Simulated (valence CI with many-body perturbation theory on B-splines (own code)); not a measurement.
**Missing levels of Hf⁴⁰⁺**

Calculated by configuration interaction combined with many-body perturbation theory (CI+MBPT): four valence electrons over a frozen Dirac-Fock core [Ar] 3d10, a basis of 11 s, 11 p, 10 d, 8 f, 5 g, 2 h functions for each j, with the one-electron correlation potential Σ1, the two-electron term Σ2, the three-electron term Σ3, Breit, model QED; selected CI, second order for the rest, scaled by the run's own slope (own B-spline code, finite nucleus).

The last digits are not significant, and no measured levels were compared; by estimate large intervals hold to a few tenths of a per cent, small ones and those within an open d or f shell to about a per cent. Among the levels kept, up to 380 cm⁻¹ of a level comes from second order outside the variational space, and about a tenth of that is noise between levels of different J, which matters for small intervals.

| Level | E (eV) |
| --- | --- |
| (4s^2 4p1/2^2) J=0 | 0.00 |
| (4s^2 4p1/2 4p3/2) J=1 | 78.53 |
| (4s^2 4p1/2 4p3/2) J=2 | 82.64 |
| (4s^2 4p3/2^2) J=2 | 164.28 |
| (4s 4p1/2^2 4p3/2) J=2 | 169.55 |
| (4s^2 4p3/2^2) J=0 | 173.22 |
| (4s 4p1/2^2 4p3/2) J=1 | ? |
| (4s^2 4p1/2 4d3/2) J=2 | ? |
| (4s 4p1/2 4p3/2^2) J=2 [a] | 239.92 |
| (4s^2 4p1/2 4d3/2) J=1 | 241.80 |
| (4s^2 4p1/2 4d5/2) J=3 | ? |
| (4s^2 4p1/2 4d5/2) J=2 | 256.90 |
| (4s 4p1/2 4p3/2^2) J=3 | 259.15 |
| (4s 4p1/2 4p3/2^2) J=0 | ? |
| (4s 4p1/2 4p3/2^2) J=1 [a] | 266.30 |
| (4s 4p1/2 4p3/2^2) J=2 [b] | ? |
| (4s 4p1/2 4p3/2^2) J=1 [b] | 270.60 |
| (4s 4p1/2^2 4d3/2) J=1 | ? |
| (4s^2 4p3/2 4d3/2) J=2 | 318.53 |
| (4s^2 4p3/2 4d3/2) J=1 | 319.55 |

Levels are named by their leading jj configuration (3d3/2^4 stands for four electrons in 3d with j = 3/2), which in mixed levels can hold well under half, so a name can repeat and another be missing. Letters in brackets count levels of one name in rising energy.

Task: The levels stand in rising order. What does the calculation give for the missing energies?

Result: (4s 4p1/2^2 4p3/2) J=1 183.64; (4s^2 4p1/2 4d3/2) J=2 224.57; (4s^2 4p1/2 4d5/2) J=3 246.13; (4s 4p1/2 4p3/2^2) J=0 259.72; (4s 4p1/2 4p3/2^2) J=2 [b] 269.21; (4s 4p1/2^2 4d3/2) J=1 316.88.
